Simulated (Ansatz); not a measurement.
W₄. Charge 0, multiplicity 1. Geometry PBE0-D4/def2-SVP, that of the charge +1 doublet.

| atom | x (Å) | y (Å) | z (Å) |
| --- | --- | --- | --- |
| W1 | -0.063 | -0.217 | -1.482 |
| W2 | -1.296 | 0.023 | 0.754 |
| W3 | 0.753 | 1.317 | -0.100 |
| W4 | 0.605 | -1.122 | 0.828 |

In the def2 sets W takes a core potential; there is no spin–orbit coupling. A triplet lies near this restricted singlet, and broken spin symmetry wasn't tried. At PBE-D4/def2-TZVP an occupied level lies above an empty one. At PBE0-D4/def2-TZVP a triplet of charge 0 lies 0.42 eV below the restricted singlet at the same geometry. The structure comes from a short search, and lower isomers may exist.

Task: Estimate the orbital energies around the gap (eV) in Ansatz with PBE-D4/def2-TZVP, r2SCAN-D4/def2-TZVP, PBE0-D4/def2-TZVP.

Result: 
| orbital | PBE-D4/def2-TZVP | r2SCAN-D4/def2-TZVP | PBE0-D4/def2-TZVP |
| --- | --- | --- | --- |
| HOMO−5 | -5.59 | -5.84 | -6.53 |
| HOMO−4 | -5.07 | -5.33 | -6.06 |
| HOMO−3 | -4.99 | -5.27 | -6.02 |
| HOMO−2 | -4.64 | -4.95 | -5.77 |
| HOMO−1 | -4.02 | -4.22 | -4.85 |
| HOMO | -3.09 | -3.24 | -3.76 |
| LUMO | -3.18 | -3.21 | -2.69 |
| LUMO+1 | -3.13 | -3.18 | -2.55 |
| LUMO+2 | -2.79 | -2.70 | -2.17 |
| LUMO+3 | -2.35 | -2.31 | -1.69 |
| LUMO+4 | -2.29 | -2.18 | -1.58 |
| LUMO+5 | -2.27 | -2.16 | -1.55 |
